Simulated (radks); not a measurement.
Question: The mean radii <r> (bohr) of the occupied orbitals of an atom or ion are listed with their occupations. All-electron calculation, Dirac Kohn-Sham, BLYP, spin-unpolarised, spherical densities, finite nucleus; Fermi nuclear charge, rms radius of each element as measured or else 0.836 A^(1/3) + 0.57 fm. Program: a radial shooting solver on a logarithmic mesh with Libxc functionals.

orbital      occ.      <r>
1s1/2           2  0.04860
2s1/2           2   0.2176
2p1/2           2   0.1883
2p3/2           4   0.1918
3s1/2           2   0.6518
3p1/2           2   0.6719
3p3/2           4   0.6827
3d3/2           4   0.8076
3d5/2           6   0.8141
4s1/2           2    2.336
4p1/2    0.333333    3.397
4p3/2    0.666667    3.470

Name the element and its charge. Open shells, if any, are shared by 2j + 1.

Answer: Z = 31, gallium, charge 0: Ga in [Ar] 3d10 4s2 4p1. The 1s radius gives Z: for a bare nucleus <r> = (2 gamma + 1)/(2Z) with gamma = sqrt(1 - (Z/c)^2), 0.04755 bohr for Z = 31, and screening makes it slightly larger (0.04860 here). The occupations add up to 31, and the charge is Z minus that.
